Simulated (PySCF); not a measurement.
# Correlation energy of C²⁺ (carbon, charge +2)

[He] 2s2, closed-shell 1S. Calculation: PySCF 2.14, in dyall-acv3z (15s9p4d2f, 76 functions); scalar relativity by spin-free X2C-1e. Frozen: 1s2; 2 electrons correlated; the 19 highest virtual orbitals of each spin left out.

With two correlated electrons CCSD is exact within the correlated space (frozen core and kept virtual orbitals).

```tsv
level	correlation energy (mhartree)
CCSD	-74.65
```

Diagnostics: T1 = 0.0092, D1 = 0.0130, largest double amplitude 0.155.

Task: Is a single reference adequate?

Result: Not fully. A double-excitation amplitude exceeds 0.15, a sign of near-degeneracy.
